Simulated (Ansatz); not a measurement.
W(NH)2(NH2)2 (WN₄H₆), 11 atoms. Hardware: 2 threads of Intel Xeon 6975P-C on a shared host.

In the def2 sets W takes a core potential; there is no spin–orbit coupling. Correlated methods freeze 4 core orbitals; core or outer-core shells of W are correlated, in sets that lack core-valence functions.

Q: How many basis functions does each of these Ansatz runs have, and roughly what does it cost? PBE-D4/def2-TZVP, charge 0 singlet, energy and forces, from earlier orbitals; LC-ωPBE/def2-TZVP, charge 0 singlet, energy, from earlier orbitals; B97M-V/def2-TZVP, charge 0 singlet, energy, from earlier orbitals; PBE0-D4/def2-TZVP, charge 0 singlet, energy, from earlier orbitals; PBE-D4/def2-SVP, charge 0 singlet, energy, from earlier orbitals; MP2/def2-TZVP, charge 0 singlet, energy, from earlier orbitals; PBE0-D4/def2-SVP, charge 0 singlet, energy with a search over starts; B2PLYP/def2-TZVP, charge 0 singlet, energy, from earlier orbitals; r2SCAN-D4/def2-SVP, charge 0 singlet, relaxation, 8 steps; PBE0-D4/def2-SVP, charge 0 singlet, energy, from earlier orbitals; r2SCAN-D4/def2-TZVP, charge 0 singlet, energy, from earlier orbitals; CCSD(T)/def2-SVP, charge 0 singlet, energy, from earlier orbitals.

A: Other jobs shared the machine, so times can vary by a factor of up to 3. A dash marks memory too small to be measured apart from the calling script's.

```json
{"run": "PBE-D4/def2-SVP, charge 0 singlet, energy, from earlier orbitals", "functions": "118", "fitting or Cholesky vectors": "1343", "wall time": "1.1 s", "peak host memory (GiB)": "–"}
{"run": "PBE0-D4/def2-SVP, charge 0 singlet, energy, from earlier orbitals", "functions": "118", "fitting or Cholesky vectors": "1383", "wall time": "1.4 s", "peak host memory (GiB)": "–"}
{"run": "PBE0-D4/def2-SVP, charge 0 singlet, energy with a search over starts", "functions": "118", "fitting or Cholesky vectors": "1383", "wall time": "1.9 s", "peak host memory (GiB)": "–"}
{"run": "PBE-D4/def2-TZVP, charge 0 singlet, energy and forces, from earlier orbitals", "functions": "200", "fitting or Cholesky vectors": "1208", "wall time": "2.1 s", "peak host memory (GiB)": "–"}
{"run": "MP2/def2-TZVP, charge 0 singlet, energy, from earlier orbitals", "functions": "200", "fitting or Cholesky vectors": "1464", "wall time": "2.1 s", "peak host memory (GiB)": "–"}
{"run": "LC-ωPBE/def2-TZVP, charge 0 singlet, energy, from earlier orbitals", "functions": "200", "fitting or Cholesky vectors": "1208", "wall time": "2.2 s", "peak host memory (GiB)": "–"}
{"run": "PBE0-D4/def2-TZVP, charge 0 singlet, energy, from earlier orbitals", "functions": "200", "fitting or Cholesky vectors": "1284", "wall time": "2.4 s", "peak host memory (GiB)": "–"}
{"run": "r2SCAN-D4/def2-TZVP, charge 0 singlet, energy, from earlier orbitals", "functions": "200", "fitting or Cholesky vectors": "1208", "wall time": "2.8 s", "peak host memory (GiB)": "–"}
{"run": "B2PLYP/def2-TZVP, charge 0 singlet, energy, from earlier orbitals", "functions": "200", "fitting or Cholesky vectors": "1464", "wall time": "4.3 s", "peak host memory (GiB)": "–"}
{"run": "B97M-V/def2-TZVP, charge 0 singlet, energy, from earlier orbitals", "functions": "200", "fitting or Cholesky vectors": "1208", "wall time": "6.5 s", "peak host memory (GiB)": "–"}
{"run": "CCSD(T)/def2-SVP, charge 0 singlet, energy, from earlier orbitals", "functions": "118", "fitting or Cholesky vectors": "1203", "wall time": "9 s", "peak host memory (GiB)": "0.86"}
{"run": "r2SCAN-D4/def2-SVP, charge 0 singlet, relaxation, 8 steps", "functions": "118", "fitting or Cholesky vectors": "1343", "wall time": "12 s", "peak host memory (GiB)": "–"}
```
